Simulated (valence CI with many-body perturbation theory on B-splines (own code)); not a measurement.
# Forbidden lines of Br²⁸⁺

Calculated by valence CI with perturbative core correlation (CI+MBPT): five valence electrons over a frozen Dirac-Fock core [He], radial functions for each j: 9 s, 9 p, 8 d, 6 f, 3 g, 1 h, with the one-electron correlation potential Σ1 (screened to all orders), the two-electron term Σ2, the three-electron term Σ3, Breit, model QED; selected single and double excitations, second order for the rest (own B-spline code, finite nucleus).

No measured spectrum was set against this ion. As an estimate, large intervals hold to a few tenths of a per cent, small ones and those within an open d or f shell to about a per cent. Among the levels kept, up to 1500 cm⁻¹ of a level comes from second order outside the variational space, and about a tenth of that is noise between levels of different J, which matters for small intervals.

Lines 1 to 50 of 51 in falling wavelength, among levels below 16044 × 10³ cm⁻¹, chosen from the decays that carry over 1 % of a level's rate. Wavelengths and rates use the calculated energies. Electric multipoles are in the length gauge, E1 and E2 with the static RPA response of the core. Weak lines are less certain than strong ones. Lines between different terms over intervals too small for the method are left out, as are lines whose strength nearly cancels.

Levels are named by their leading jj configuration (3d3/2^4 stands for four electrons in 3d with j = 3/2), which in mixed levels can hold well under half, so a name can repeat and another be missing. Letters in brackets count levels of one name in rising energy.

| λ vac (Å) | Upper | Lower | Type | A (s⁻¹) | Branch % |
| --- | --- | --- | --- | --- | --- |
| 1027 | (2s^2 2p1/2 2p3/2^2) J=5/2 | (2s^2 2p1/2 2p3/2^2) J=3/2 | M1 | 5.49e+03 | 3.6 |
| 442.1 | (2s^2 2p1/2 2p3/2^2) J=1/2 | (2s^2 2p1/2 2p3/2^2) J=3/2 | M1 | 1.33e+04 | 1.2 |
| 308.6 | (2s^2 2p3/2^3) J=3/2 | (2s^2 2p1/2 2p3/2^2) J=1/2 | M1 | 1.84e+05 | 6.7 |
| 295.1 | (2s^2 2p1/2 2p3/2^2) J=3/2 | (2s^2 2p1/2^2 2p3/2) J=3/2 | M1 | 8.14e+05 | 100.0 |
| 229.2 | (2s^2 2p1/2 2p3/2^2) J=5/2 | (2s^2 2p1/2^2 2p3/2) J=3/2 | M1 | 1.45e+05 | 96.2 |
| 220.8 | (2s^2 2p3/2^3) J=3/2 | (2s^2 2p1/2 2p3/2^2) J=5/2 | M1 | 4.37e+05 | 16.0 |
| 181.7 | (2s^2 2p3/2^3) J=3/2 | (2s^2 2p1/2 2p3/2^2) J=3/2 | M1 | 2.02e+06 | 73.8 |
| 177.0 | (2s^2 2p1/2 2p3/2^2) J=1/2 | (2s^2 2p1/2^2 2p3/2) J=3/2 | M1 | 1.07e+06 | 98.7 |
| 112.5 | (2s^2 2p3/2^3) J=3/2 | (2s^2 2p1/2^2 2p3/2) J=3/2 | M1 | 9.61e+04 | 3.5 |
| 7.395 | (2s^2 2p1/2 2p3/2 3d5/2) J=9/2 | (2s 2p1/2 2p3/2^3) J=5/2 | E2 | 9.06e+07 | 1.9 |
| 7.180 | (2s^2 2p3/2^2 3d5/2) J=9/2 | (2s 2p1/2 2p3/2^3) J=5/2 | E2 | 1.20e+08 | 2.4 |
| 7.042 | (2s^2 2p1/2^2 3p1/2) J=1/2 | (2s^2 2p1/2 2p3/2^2) J=3/2 | E2 | 9.38e+08 | 1.2 |
| 6.975 | (2s^2 2p1/2 2p3/2 3p1/2) J=3/2 [a] | (2s^2 2p1/2 2p3/2^2) J=1/2 | E2 | 1.83e+09 | 2.7 |
| 6.948 | (2s^2 2p1/2 2p3/2 3p1/2) J=5/2 | (2s^2 2p1/2 2p3/2^2) J=1/2 | E2 | 2.63e+09 | 4.1 |
| 6.929 | (2s^2 2p1/2 2p3/2 3p1/2) J=1/2 | (2s^2 2p1/2 2p3/2^2) J=5/2 | E2 | 5.84e+09 | 8.3 |
| 6.886 | (2s^2 2p1/2 2p3/2 3p1/2) J=5/2 | (2s^2 2p1/2 2p3/2^2) J=5/2 | E2 | 1.03e+10 | 16.0 |
| 6.883 | (2s^2 2p1/2 2p3/2 3p1/2) J=1/2 | (2s^2 2p1/2 2p3/2^2) J=3/2 | E2 | 7.98e+09 | 11.3 |
| 6.878 | (2s^2 2p1/2^2 3p1/2) J=1/2 | (2s^2 2p1/2^2 2p3/2) J=3/2 | E2 | 1.89e+10 | 25.0 |
| 6.873 | (2s^2 2p1/2 2p3/2 3p3/2) J=3/2 [b] | (2s^2 2p1/2 2p3/2^2) J=1/2 | E2 | 5.62e+09 | 1.4 |
| 6.872 | (2s^2 2p3/2^2 3p1/2) J=5/2 | (2s^2 2p3/2^3) J=3/2 | E2 | 1.19e+10 | 7.7 |
| 6.871 | (2s^2 2p3/2^2 3d5/2) J=9/2 | (2s 2p1/2^2 2p3/2^2) J=5/2 | E2 | 1.07e+08 | 2.1 |
| 6.868 | (2s^2 2p1/2 2p3/2 3p3/2) J=5/2 [a] | (2s^2 2p1/2 2p3/2^2) J=5/2 | E2 | 2.98e+09 | 2.8 |
| 6.867 | (2s^2 2p1/2 2p3/2 3p1/2) J=3/2 [a] | (2s^2 2p1/2 2p3/2^2) J=3/2 | E2 | 1.30e+10 | 19.3 |
| 6.860 | (2s^2 2p3/2^2 3p3/2) J=5/2 | (2s^2 2p3/2^3) J=3/2 | E2 | 8.06e+09 | 8.2 |
| 6.860 | (2s^2 2p1/2 2p3/2 3p3/2) J=1/2 [a] | (2s^2 2p1/2 2p3/2^2) J=5/2 | E2 | 1.81e+09 | 1.7 |
| 6.856 | (2s^2 2p3/2^2 3p3/2) J=1/2 | (2s^2 2p3/2^3) J=3/2 | E2 | 6.46e+09 | 1.5 |
| 6.855 | (2s^2 2p3/2^2 3p3/2) J=7/2 | (2s^2 2p3/2^3) J=3/2 | E2 | 3.18e+09 | 3.6 |
| 6.854 | (2s^2 2p1/2 2p3/2 3p3/2) J=5/2 [b] | (2s^2 2p1/2 2p3/2^2) J=1/2 | E2 | 5.45e+09 | 2.5 |
| 6.850 | (2s^2 2p1/2 2p3/2 3p3/2) J=3/2 [a] | (2s^2 2p1/2 2p3/2^2) J=5/2 | E2 | 9.47e+09 | 2.8 |
| 6.840 | (2s^2 2p1/2 2p3/2 3p1/2) J=5/2 | (2s^2 2p1/2 2p3/2^2) J=3/2 | E2 | 3.21e+09 | 5.0 |
| 6.831 | (2s^2 2p1/2 2p3/2 3p3/2) J=7/2 | (2s^2 2p1/2 2p3/2^2) J=5/2 | E2 | 5.26e+09 | 10.0 |
| 6.823 | (2s^2 2p1/2 2p3/2 3p3/2) J=5/2 [a] | (2s^2 2p1/2 2p3/2^2) J=3/2 | E2 | 3.33e+09 | 3.1 |
| 6.814 | (2s^2 2p1/2 2p3/2 3p3/2) J=1/2 [a] | (2s^2 2p1/2 2p3/2^2) J=3/2 | E2 | 7.73e+09 | 7.1 |
| 6.812 | (2s^2 2p1/2 2p3/2 3p3/2) J=3/2 [b] | (2s^2 2p1/2 2p3/2^2) J=5/2 | E2 | 5.36e+09 | 1.3 |
| 6.807 | (2s^2 2p1/2^2 3p3/2) J=3/2 | (2s^2 2p1/2^2 2p3/2) J=3/2 | E2 | 1.05e+10 | 8.8 |
| 6.789 | (2s^2 2p3/2^2 3p1/2) J=1/2 | (2s^2 2p3/2^3) J=3/2 | E2 | 7.74e+09 | 3.6 |
| 6.785 | (2s^2 2p3/2^2 3p3/2) J=3/2 [a] | (2s^2 2p3/2^3) J=3/2 | E2 | 1.29e+10 | 1.2 |
| 6.766 | (2s^2 2p1/2 2p3/2 3p3/2) J=1/2 [b] | (2s^2 2p1/2 2p3/2^2) J=5/2 | E2 | 1.94e+10 | 4.8 |
| 6.722 | (2s^2 2p1/2 2p3/2 3p3/2) J=1/2 [b] | (2s^2 2p1/2 2p3/2^2) J=3/2 | E2 | 9.58e+09 | 2.4 |
| 6.686 | (2s^2 2p1/2 2p3/2 3p1/2) J=5/2 | (2s^2 2p1/2^2 2p3/2) J=3/2 | E2 | 1.49e+09 | 2.3 |
| 6.669 | (2s^2 2p1/2 2p3/2 3p3/2) J=5/2 [a] | (2s^2 2p1/2^2 2p3/2) J=3/2 | E2 | 3.79e+09 | 3.5 |
| 6.661 | (2s^2 2p1/2 2p3/2 3p3/2) J=1/2 [a] | (2s^2 2p1/2^2 2p3/2) J=3/2 | E2 | 1.94e+09 | 1.8 |
| 6.659 | (2s^2 2p1/2 2p3/2 3d5/2) J=9/2 | (2s^2 2p1/2 2p3/2^2) J=5/2 | M2 | 1.34e+08 | 2.7 |
| 6.654 | (2s^2 2p3/2^2 3p3/2) J=5/2 | (2s^2 2p1/2 2p3/2^2) J=5/2 | E2 | 5.99e+09 | 6.1 |
| 6.651 | (2s^2 2p1/2 2p3/2 3p3/2) J=3/2 [a] | (2s^2 2p1/2^2 2p3/2) J=3/2 | E2 | 4.78e+09 | 1.4 |
| 6.649 | (2s^2 2p3/2^2 3p3/2) J=7/2 | (2s^2 2p1/2 2p3/2^2) J=5/2 | E2 | 6.77e+09 | 7.7 |
| 6.633 | (2s^2 2p1/2 2p3/2 3p3/2) J=7/2 | (2s^2 2p1/2^2 2p3/2) J=3/2 | E2 | 1.08e+10 | 20.6 |
| 6.611 | (2s^2 2p3/2^2 3p3/2) J=5/2 | (2s^2 2p1/2 2p3/2^2) J=3/2 | E2 | 3.70e+09 | 3.8 |
| 6.606 | (2s^2 2p3/2^2 3p3/2) J=7/2 | (2s^2 2p1/2 2p3/2^2) J=3/2 | E2 | 7.17e+09 | 8.2 |
| 6.606 | (2s^2 2p3/2^2 3p3/2) J=3/2 [b] | (2s^2 2p1/2 2p3/2^2) J=1/2 | E2 | 9.19e+09 | 2.4 |
